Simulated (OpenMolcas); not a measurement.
**Ni7+, Pd7+, Pt7+: d³ down the group**

```json
{
  "Program": "OpenMolcas 26.06",
  "Method": "RASSCF",
  "Basis": "ANO-RCC-VQZP",
  "Scalar Hamiltonian": "DKH2, point nucleus",
  "Spin-orbit coupling": "state interaction with AMFI integrals over the reference wave functions, term energies averaged over their components"
}
```

Active space for each ion: 9 electrons in 8 orbitals (RAS1 p, at most 2 holes; RAS2 d).

Computed levels in cm-1 above ⁴F_3/2:

```json
{"Level": "⁴F_5/2", "Ni7+": "962", "Pd7+": "2347", "Pt7+": "9894"}
{"Level": "⁴F_7/2", "Ni7+": "2238", "Pd7+": "5096", "Pt7+": "17296"}
{"Level": "⁴F_9/2", "Ni7+": "3769", "Pd7+": "7983", "Pt7+": "21806"}
{"Level": "⁴P_1/2", "Ni7+": "26659", "Pd7+": "18865", "Pt7+": "23973"}
{"Level": "⁴P_5/2", "Ni7+": "28216", "Pd7+": "22445", "Pt7+": "35188"}
{"Level": "²G_7/2", "Ni7+": "29379", "Pd7+": "22824", "Pt7+": "33695"}
{"Level": "²G_9/2", "Ni7+": "30614", "Pd7+": "24369", "Pt7+": "54427"}
{"Level": "²P_3/2", "Ni7+": "35109", "Pd7+": "33936", "Pt7+": "58101"}
{"Level": "²P_1/2", "Ni7+": "35300", "Pd7+": "27600", "Pt7+": "42220"}
{"Level": "weight of ⁴F in the lowest level (%)", "Ni7+": "100", "Pd7+": "97", "Pt7+": "79"}
```

Mixed levels, with the weight of the term that names them: Ni7+ ²P_3/2 (59 %), Pd7+ ²G_9/2 (69 %), Pd7+ ²P_3/2 (55 %), Pt7+ ⁴F_9/2 (53 %), Pt7+ ⁴P_1/2 (70 %), Pt7+ ²G_9/2 (57 %), Pt7+ ²P_3/2 (58 %), Pt7+ ²P_1/2 (70 %).

Measured, with the error of the calculation in %. Measured levels: Ni7+ from Corliss and Sugar, J. Phys. Chem. Ref. Data 10, 197 (1981).

| Level | Ni7+ |
| --- | --- |
| ⁴F_5/2 | 1012 (-4.9) |
| ⁴F_7/2 | 2184 (+2.5) |
| ⁴F_9/2 | 3721 (+1.3) |
| ⁴P_1/2 | 23261 (+14.6) |
| ⁴P_5/2 | 24669 (+14.4) |

The fine-structure level ⁴F_9/2 changes by a factor of 5.79 from Ni7+ to Pt7+.

Without spin-orbit coupling ⁴P lies 25492, 16430, 14809 cm-1 above ⁴F in that order; the difference to the level ⁴P_1/2, of either sign, comes from spin-orbit coupling, which also lowers the zero.

Without dynamic correlation excited terms often stand tens of per cent too high (terms of higher spin than the ground term too low), and those without a measured partner can miss by more than the paired ones. Active for correlation alone: 3p; no level in the range computed is led by a configuration that opens it, so any true level of that kind is missing (holds for Ni7+). Active for correlation alone: 4p; no level in the range computed is led by a configuration that opens it, so any true level of that kind is missing (holds for Pd7+). Active for correlation alone: 5p; no level in the range computed is led by a configuration that opens it, so any true level of that kind is missing (holds for Pt7+). Computed and measured levels are paired by configuration, term and J; levels that our copy of the source lacks, or whose pairing is in doubt (as where it misses far off the trend of its configuration), stay unpaired and out of the deviations. Levels of configurations outside the active space are missing.
